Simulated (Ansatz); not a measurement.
The same path of a periodic cell of 17 atoms, CuSi₁₆ (host Si, host structure diamond, interstitial Cu), cell charge +1 was run twice with different band settings. Lost on the way: Si1–Cu17, Si3–Cu17, Si6–Cu17, Si7–Cu17, Si11–Cu17. Made: Si5–Cu17, Si9–Cu17, Si13–Cu17, Si14–Cu17.

Method: Ansatz, DFT PBE, scalar-relativistic, plane waves, PAW. Settings: PAW set soft_1, cutoff 420 eV, k mesh 2x2x2, gaussian smearing 0.02 eV, no spin polarisation.

Relaxed end points:

```xyz
17
Lattice="0.0000 5.4300 5.4300 5.4300 0.0000 5.4300 5.4300 5.4300 0.0000" Properties=species:S:1:pos:R:3
Si 0.071 0.001 -0.006
Si 1.405 1.318 1.422
Si 2.724 2.665 0.009
Si 3.956 4.210 1.229
Si 2.775 -0.056 2.748
Si 4.084 1.400 4.027
Si 5.295 2.856 2.572
Si 6.745 4.074 4.032
Si 0.041 2.663 2.762
Si 1.403 4.000 4.112
Si 2.715 5.425 2.771
Si 4.133 6.740 4.122
Si 2.774 2.676 5.484
Si 4.117 4.015 6.841
Si 5.456 5.365 5.493
Si 6.742 6.828 6.787
Cu 6.654 6.958 9.346
```

```xyz
17
Lattice="0.0000 5.4300 5.4300 5.4300 0.0000 5.4300 5.4300 5.4300 0.0000" Properties=species:S:1:pos:R:3
Si -0.052 -0.052 0.052
Si 1.299 1.298 1.390
Si 2.670 2.670 0.066
Si 4.026 4.026 1.404
Si 2.758 -0.002 2.674
Si 4.041 1.300 4.132
Si 5.366 2.672 2.763
Si 6.786 4.017 4.076
Si -0.001 2.758 2.674
Si 1.300 4.041 4.132
Si 2.672 5.365 2.763
Si 4.018 6.786 4.076
Si 2.759 2.759 5.435
Si 4.214 4.213 6.649
Si 5.560 5.560 5.308
Si 6.790 6.789 6.849
Cu 8.303 8.302 7.999
```

Common settings: movable images 3; climbing image yes; end points relaxed.

| run | spring | optimiser | start path | force threshold | iteration limit |
| --- | --- | --- | --- | --- | --- |
| 1 | 5.0 eV/Å² | quadratic models (default) | IDPP | 0.03 eV/Å | 79 |
| 2 | 0.1 eV/Å² | fire | default | 0.05 eV/Å | 50 |

Problem. What does each run give, and how far can it be trusted?

Solution. Run 1: converged after 16 iterations, highest image 0.043 eV above the first end. A structure lower than the last end lies on the path between it and the top, so the climb from that side starts below the end, which may itself be a saddle point or a shallow side well. By the program's own check the climbing image is of a kind that is not told: the force calls were inconclusive, a negative curvature could not be distinguished from the path's own, the only one lies far off the path, or fixed occupations may fill a level only in part (lowest curvatures found: -0.34 and 0.86 eV/Å²).
Run 2: converged after 29 iterations, highest image 0.040 eV above the first end. The order of the stationary point at the top wasn't checked.
Limits of this set-up: coarse k mesh, a small cell, in which the defect meets its images, charged cell in a uniform background, uncorrected.
